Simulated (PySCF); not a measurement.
**Excitation energy of Bi⁺ by level of theory**

Bi⁺ [Xe] 4f14 5d10 6s2 6p2 (3P) → Bi⁺ [Xe] 4f14 5d10 6s2 6p1 6d1 (high-spin determinant), as a difference of total energies. Calculation: PySCF 2.14, in aug-cc-pwCVTZ-DK3 (11s10p8d5f1g, 125 functions); the spin-free X2C one-electron Hamiltonian (Gaussian nucleus). Correlated levels: valence: [Xe] 4f14 5d10 frozen. The calculations carry no spin-orbit coupling.

```tsv
method	excitation energy (eV)
UHF	9.139
MP2 (valence)	9.070
SCS-MP2 (valence)	9.077
CCSD (valence)	8.741
CCSD(T) (valence)	8.598
```

Q: How much does correlation contribute at CCSD(T) (valence)?

A: 8.598 − (9.139) = -0.541 eV, measured against UHF.

Spin-orbit coupling is strong in these open shells (close to jj coupling). The scalar numbers leave it out and a first-order estimate fails, so it can dominate the gap to the real levels.

The promoted electron is Rydberg-like, and one or two diffuse shells describe it only roughly, which tends to raise the upper state.

The coupled-cluster amplitudes are large for the upper state (T1 above 0.03 or a double amplitude above 0.15), so a single reference is strained.

The determinant of the upper state mixes LS terms, which raises its energy above the lowest term, most at the Hartree-Fock and MP2 levels.
